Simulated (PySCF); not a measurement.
CH₄AlO, SMILES [CH3][Al+][OH], charge +1. Atoms are numbered in the order given.

```xyz
7

Al     0.0000     0.0000     0.0940
C      0.0000     0.0000    -1.8188
H     -0.8934    -0.5158    -2.1797
H      0.8934    -0.5158    -2.1797
H      0.0000     1.0317    -2.1797
O      0.0000     0.0000     1.6970
H      0.0000     0.0000     2.6539
```
Charge +1, spin multiplicity 1.

Geometry optimised at TPSSh-D3(BJ)/def2-TZVP. The spin state was assumed, not searched. The isomer is the one that the SMILES or the coordinates give; other isomers of the formula were not compared. The values are those of a single conformer.

Level of theory: PBE/def2-TZVPD run with PySCF.

ESP charges are fitted to the potential on shells at 1.4 to 2.0 van der Waals radii. Atomic charges (e):

```json
[
 {"atom": "Al1", "IAO": "(withheld)", "ESP fit": "1.32"},
 {"atom": "C2", "IAO": "(withheld)", "ESP fit": "-0.78"},
 {"atom": "H3", "IAO": "0.23", "ESP fit": "0.25"},
 {"atom": "H4", "IAO": "0.23", "ESP fit": "0.25"},
 {"atom": "H5", "IAO": "0.23", "ESP fit": "0.25"},
 {"atom": "O6", "IAO": "(withheld)", "ESP fit": "-0.84"},
 {"atom": "H7", "IAO": "0.43", "ESP fit": "0.55"}
]
```

Problem. What belongs in the gaps? (The exact figures need the calculation; the answer reports its results.)

Solution. 
- Al1, IAO: 1.41
- C2, IAO: -0.78
- O6, IAO: -0.74
